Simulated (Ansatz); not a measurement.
Reaction (redistribution): `C[NH][Al]([F])[F]` + `Cl[C@@H]1[SiH2][C@H]1Cl` → `C[NH][Al]([F])[Cl]` + `F[C@H]1[SiH2][C@@H]1Cl`

Computed with Ansatz on PBE0-D4/def2-TZVP structures; ΔE is electronic, products minus reactants. CBS: MP2 limit from def2 TZ/QZ plus the TZ coupled-cluster correction, frozen cores. This one scheme is used for every species. DFT in def2-TZVPP. B3LYP here is the variant with VWN-RPA as its local correlation; programs differ in this. One conformer a species, not always the lowest.

**Question.** Is it downhill or uphill in electronic energy at CCSD(T)/CBS, and by how much? (Estimate.)

**Answer.** The calculation gave: Uphill: ΔE = +13.9 kcal/mol.

**Question.** What do these levels give: B3LYP-D4, ωB97X-V, B2PLYP, r2SCAN, PBE0, B3LYP, CCSD/def2-TZVPP, CCSD(T)/def2-TZVPP, HF/def2-QZVPP, MP2/def2-QZVPP, SCS-MP2/def2-QZVPP, HF/CBS(def2)? (Estimate.)

**Answer.** Computed: B3LYP-D4 11.7, ωB97X-V 10.8, B2PLYP 12.6, r2SCAN 10.5, PBE0 10.2, B3LYP 10.9, CCSD/def2-TZVPP 12.8, CCSD(T)/def2-TZVPP 13.1, HF/def2-QZVPP 10.0, MP2/def2-QZVPP 16.3, SCS-MP2/def2-QZVPP 15.4, HF/CBS(def2) 10.1 kcal/mol.

Largest T1 diagnostic among the species: 0.012.

The D4 term adds +0.9 kcal/mol with B3LYP and +0.4 kcal/mol with PBE0; it sums over pairs of atoms, weighted by their polarisabilities, and B3LYP, whose exchange is more repulsive, gets the larger term. In def2-TZVPP, CCSD(T) changes the Hartree–Fock value by +3.7 kcal/mol (the triples alone add +0.3 kcal/mol) and MP2 by +6.3 kcal/mol.
